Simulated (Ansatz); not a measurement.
`C[NH][Al]([CH3])[F]` + CH₃SH → `C[S][Al]([CH3])[F]` + CH₃NH₂ at 600 K and 1 bar (ligand exchange at the Al–N bond).

Gas-phase electronic energies from Ansatz, PBE0-D4/def2-TZVP geometries. CBS: MP2 limit from def2 TZ/QZ plus the TZ coupled-cluster correction, frozen cores. This one scheme is used for every species. Each species was taken in one conformer, which may not be the lowest.

| species | CCSD(T)/CBS energy (Eh) | H − E (kJ/mol) | S (J/(mol·K)) |
| --- | --- | --- | --- |
| `C[NH][Al]([CH3])[F]` | -476.95256 | 311.0 | 467.0 |
| CH₃SH | -438.22835 | 152.3 | 296.8 |
| `C[S][Al]([CH3])[F]` | -819.43373 | 271.8 | 484.6 |
| CH₃NH₂ | -95.75281 | 199.3 | 283.8 |

H − E and S are ideal-gas, rigid-rotor, harmonic terms from PBE0-D4/def2-TZVP, for one conformer and one mirror image of each species. 1 Eh = 2625.50 kJ/mol, R = 8.31446 J/(mol·K).

Question: By hand: ΔE, ΔH, ΔS and ΔG.

Answer: ΔE = (-819.43373) + (-95.75281) − (-476.95256) − (-438.22835) = -0.00563 Eh = -14.8 kJ/mol. Δ(H − E) = 271.8 + 199.3 − 311.0 − 152.3 = 7.8, so ΔH = -7.0 kJ/mol. ΔS = 484.6 + 283.8 − 467.0 − 296.8 = 4.6 J/(mol·K). ΔG = -7.0 − 600 × (4.6)/1000 = -9.8 kJ/mol.

Question: By hand: the equilibrium constant, and the temperature at which ΔG would vanish if ΔH and ΔS stayed fixed.

Answer: log₁₀ K = −ΔG/(RT ln 10) = 0.9. ΔH and −TΔS have one sign here, so there is no such temperature.

TΔS isn't small against ΔH here. A doubt of 5 kJ/mol in ΔE shifts log₁₀ K by 0.4 here. Other conformers and mirror images would add mixing entropy, several J/(mol·K) or more a flexible species. Modes under 60 cm⁻¹, often nearly free rotors, make the harmonic entropy too high. These are equilibria of isolated gas molecules and say nothing of rates. Largest T1 diagnostic: 0.011 (customary marks: 0.02 for closed shells, 0.045 for open ones).

ΔS is within the doubt of such terms, so its sign, and with it that verdict, could turn.
